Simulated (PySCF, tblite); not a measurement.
A set of runs on `COB([C@H]1C[C@@H](C1)C)Br`; the geometry of each is named by its level. Settings lines and outputs come from a driver script.

Species: C6H12BBrO.
Numbering: `[CH3:1][O:2][B:3]([Br:4])[C@H:5]1[CH2:6][C@H:7]([CH3:8])[CH2:9]1` (hydrogens: H10, H11, H12 on C1; H13 on C5; H14, H15 on C6; H16 on C7; H17, H18, H19 on C8; H20, H21 on C9)

Step 1: GFN2-xTB geometry optimisation, gas phase (tblite 0.8.0) (from a force-field or distance-geometry start)
```json
{"job": {"kind": "relax", "xc": "GFN2-xTB", "basis": "xTB"}, "charge": 0, "multiplicity": 1}
```
```
step      E/eV     max force
  0    -771.90874    3.122
  1    -772.26667    1.829
  2    -772.41157    1.211
...
126    -773.34610    0.035
127    -773.34621    0.020
128    -773.34629    0.013
129    -773.34633    0.010
130    -773.34636    0.009
```

Energy lowered by 33.2 kcal/mol over 130 steps; largest atomic force 0.009 eV/Å at the end. «max force» is the largest atomic force in eV/Å.

Step 2: GFN2-xTB harmonic vibrations, gas phase (tblite 0.8.0) (on the GFN2-xTB geometry)
```json
{"job": {"kind": "ir", "xc": "GFN2-xTB", "basis": "xTB"}, "charge": 0, "multiplicity": 1}
```
```
(table of modes left out)
```

57 modes from 22 to 3035 cm⁻¹ (unscaled, harmonic); zero-point energy 109.0 kcal/mol; all wavenumbers are real at this level.

Step 3: PBE0-D3(BJ)/def2-SVP geometry optimisation, gas phase (PySCF 2.14.0) (from the GFN2-xTB geometry)
```json
{"job": {"xc": "PBE0", "basis": "def2-SVP", "d3": "d3bj", "grid": 1, "kind": "geom"}, "charge": 0, "multiplicity": 1}
```
```
step   0  E = -2908.92464387  max force = 0.024396
step   1  E = -2908.92689645  max force = 0.003501
step   2  E = -2908.92696951  max force = 0.000688
step   3  E = -2908.92697817  max force = 0.000405
optimisation converged
```

Final energy -2908.92698 Eh after 3 steps; dipole 1.51 D. Energies in Eh; «max force» is the largest Cartesian gradient component in Eh/bohr.

Step 4: TDDFT CAM-B3LYP/def2-SVPD, vertical, gas phase, core orbitals frozen in the response (PySCF 2.14.0, density-fitted response routines) (on the PBE0-D3(BJ)/def2-SVP geometry)
```json
{"job": {"kind": "uv", "xc": "CAM-B3LYP", "basis": "def2-SVPD", "ip": true}, "charge": 0, "multiplicity": 1}
```
```
...
Static polarisability (au): isotropic 108.371, principal 88.443 109.874 126.797
Singlet excitations
state   eV       nm        f      main configurations
  1   6.5387    189.6   0.00427   H->L+1 0.84
  2   7.1658    173.0   0.00841   H-1->L+1 0.28, H-2->L+1 0.23, H-3->L+1 0.17
  3   7.2893    170.1   0.05693   H->L 0.74
  4   7.3809    168.0   0.06572   H-1->L+1 0.48, H-2->L+1 0.16, H-3->L+1 0.15
  5   7.6191    162.7   0.05231   H-1->L 0.68
  6   7.7304    160.4   0.05645   H-3->L+1 0.37, H-2->L+1 0.30, H-2->L 0.11
  7   7.7774    159.4   0.02665   H->L+2 0.31, H-2->L 0.18, H-3->L 0.15
  8   7.8419    158.1   0.02112   H-4->L+1 0.49, H-4->L 0.15, H-2->L+1 0.11
  9   8.1320    152.5   0.07427   H->L+4 0.36, H->L+3 0.12, H->L+2 0.12
 10   8.1751    151.7   0.02608   H-5->L+1 0.37, H-6->L+1 0.18
Triplet excitations (Tamm-Dancoff, eV): 6.2015 6.6467 6.9262 7.0873
Vertical ionisation energy (delta-SCF) = 9.8094 eV
```

HOMO -9.15 eV, LUMO 0.80 eV; lowest singlet 6.54 eV; lowest triplet 6.20 eV (Tamm–Dancoff); mean polarisability 108.4 au.

Q: Which step took the most CPU time, and about what did each take on Arm Neoverse V2, one thread, shared host?

A: Step 4, about 88 % of the total. CPU time by step: 1: 0.94 s, 2: 0.72 s, 3: 83 s, 4: 10 min.

Geometry of the electronic-property runs (PBE0-D3(BJ)/def2-SVP):
```
atom  x, y, z in Å
C1     3.9452   -0.1583   -0.2271
O2     2.5639   -0.2507    0.0158
B3     1.7687   -1.3217   -0.0690
Br4    2.4910   -3.0569   -0.6079
C5     0.2356   -1.2218    0.2098
C6    -0.4173    0.1698    0.3807
C7    -1.5230   -0.2267   -0.6255
C8    -2.8742   -0.5105    0.0000
C9    -0.7115   -1.4905   -0.9969
H10    4.3707   -1.1227   -0.5428
H11    4.1172    0.5917   -1.0130
H12    4.4462    0.1780    0.6926
H13   -0.0141   -1.8999    1.0434
H14    0.2278    0.9879    0.0286
H15   -0.7636    0.4216    1.3951
H16   -1.6434    0.4833   -1.4599
H17   -2.7811   -1.2218    0.8377
H18   -3.5714   -0.9484   -0.7320
H19   -3.3326    0.4099    0.3954
H20   -1.2621   -2.4431   -0.9731
H21   -0.2099   -1.4177   -1.9740
```

 (This holds for the electronic-property runs.)

One conformer stands for the species.
